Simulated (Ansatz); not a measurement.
Total energies of Sn₁₂O₂₀H₁₈²⁺ (started as a model of: [(RSn)12O14(OH)6]2+, R = H) from Ansatz at B3LYP-D4/def2-SVP, gas phase (1 Eh = 27.2114 eV = 2625.5 kJ/mol). The reference geometry is relaxed at r2SCAN-D4/def2-SVP.

Cartesian coordinates in Å:
```
Sn 2.7656 -1.8965 0.8791
Sn 1.8469 0.6929 2.8506
Sn 3.2158 1.2815 -0.1851
Sn -1.4582 1.1019 2.6738
Sn 0.8076 2.0766 -2.3509
Sn 0.0623 -3.1843 -0.5893
Sn 1.4583 -1.1020 -2.6739
Sn -0.8076 -2.0766 2.3510
Sn -0.0623 3.1844 0.5893
Sn -2.7655 1.8965 -0.8791
Sn -1.8469 -0.6929 -2.8507
Sn -3.2158 -1.2815 0.1850
O 1.8874 0.0187 0.8545
O 1.9084 -2.2602 -1.0324
O 0.8512 -2.7146 1.3120
O 0.0118 -0.3486 3.1132
O 0.3595 2.1058 2.2914
O 2.3199 0.6441 -2.0050
O 1.6103 2.6437 -0.4823
O -2.3199 -0.6441 2.0049
O -1.9084 2.2601 1.0324
O -0.0118 0.3486 -3.1132
O -0.8512 2.7145 -1.3119
O -0.3595 -2.1058 -2.2915
O -1.6103 -2.6437 0.4823
O -1.8873 -0.0188 -0.8546
O 2.9188 -1.1555 2.8775
O 4.2164 -0.5976 -0.0007
O 3.3458 1.8570 1.8687
O -2.9184 1.1556 -2.8776
O -4.2165 0.5975 0.0003
O -3.3455 -1.8573 -1.8687
H 3.3447 -1.5820 3.6362
H 5.1138 -0.8214 -0.2893
H 3.9247 2.5283 2.2599
H -3.3436 1.5825 -3.6364
H -5.1132 0.8217 0.2907
H -3.9248 -2.5282 -2.2599
H 3.7473 -3.2737 1.0551
H 2.1667 1.1821 4.4473
H 4.5224 2.1952 -0.7760
H -2.2319 1.6772 4.0646
H 1.2170 3.1607 -3.5842
H 0.0824 -4.8472 -0.9026
H 2.2318 -1.6773 -4.0647
H -1.2172 -3.1607 3.5841
H -0.0826 4.8472 0.9027
H -3.7481 3.2730 -1.0550
H -2.1678 -1.1820 -4.4472
H -4.5228 -2.1947 0.7756
```

```csv
state,geometry,energy (Eh)
charge 2 singlet,reference,-4087.05901
charge 3 doublet,reference,-4086.52483
charge 1 doublet,reference,-4087.29727
```

In the def2 sets Sn takes a core potential; there is no spin–orbit coupling. B3LYP takes the VWN-RPA correlation. Single mean-field runs in def2-SVP are fitted with def2-universal-jkfit.

Work out the vertical ionisation energy to the doublet.

E(charge 3 doublet) − E(charge 2 singlet) = -4086.52483 − (-4087.05901) = 0.53418 Eh = 14.54 eV. For comparison, −ε of the highest occupied level is 13.27 eV at this level, 1.27 eV less.

Work out the vertical electron affinity, to the doublet.

E(charge 2 singlet) − E(charge 1 doublet) = -4087.05901 − (-4087.29727) = 0.23826 Eh = 6.48 eV.

Give the fundamental gap IE − EA, the Mulliken electronegativity (IE + EA)/2 and the hardness (IE − EA)/2.

From the values in Eh: IE − EA = 0.53418 − 0.23826 = 0.29592 Eh = 8.05 eV; (IE + EA)/2 = 10.51 eV; (IE − EA)/2 = 4.03 eV. The HOMO–LUMO gap of the same run is 5.73 eV, 2.32 eV smaller than the fundamental gap.
